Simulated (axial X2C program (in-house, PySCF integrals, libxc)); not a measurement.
# Worked dissociation energy of AlNi: CCSD, spin-free

Computed with an in-house relativistic program for diatomic molecules. Spin-free means the one-electron spin-free X2C Hamiltonian. Basis: Ni dyall-cv3z [9s9p6d3f2g], Al dyall-v3z [8s8p2d1f] (cores contracted in-house); Gaussian nuclei, density fitting, unrestricted open shells. Masses: Ni 57.935 u, Al 26.982 u.

Molecular state: M_S = 1/2, Λ = 2 (beyond evenly filled blocks: δ+α, δ+β, δ-α).

Correlated methods: 13 electrons correlated (number of frozen shells: Ni 3 s, 2 p; Al 2 s, 1 p), 221 virtual spin orbitals or spinors in MP2, 90 natural virtuals in coupled cluster.

* E(Ni) (2M_S = 2, M_L = 3): -1519.460999 hartree
* E(Al) (2M_S = 1, M_L = 0): -242.368872 hartree
* E(AlNi) at Re: -1761.891508 hartree
* ωe: 307.8 cm⁻¹
* ωexe: 1.17 cm⁻¹

**Question.** Work out De and D0.

**Answer.** De = -1519.460999 + (-242.368872) − (-1761.891508) = 0.06164 hartree = 1.677 eV. The zero-point energy is ωe/2 − ωexe/4 = 154 cm⁻¹ = 0.019 eV, so D0 = 1.658 eV.

One determinant describes the state; a PBE0 search over occupations chose it and may have missed a lower one. Dissociation energies refer to the lowest single-determinant-based atoms at the same level and basis. CCSD ran in a truncated set of natural virtual spinors with an MP2 remainder; without triples it tends to underbind. Other states lie close and PBE0, whose exact exchange favours high spin, may order them wrongly; the determinant shown need not be the ground state. The nearest other spin-free determinant of the search, M_S = 1/2, Λ = 1, lies 0.23 eV up at the distance of the search. The determinant is spin-polarised beyond a pure state at some levels (its spin-free form has ⟨S²⟩ too high), which makes Re and μ there less reliable. The T1 diagnostic is large, a sign of multireference character.

Each atomic determinant is the lowest at this level and need not be a pure term. Totals compare only within one Hamiltonian and basis.
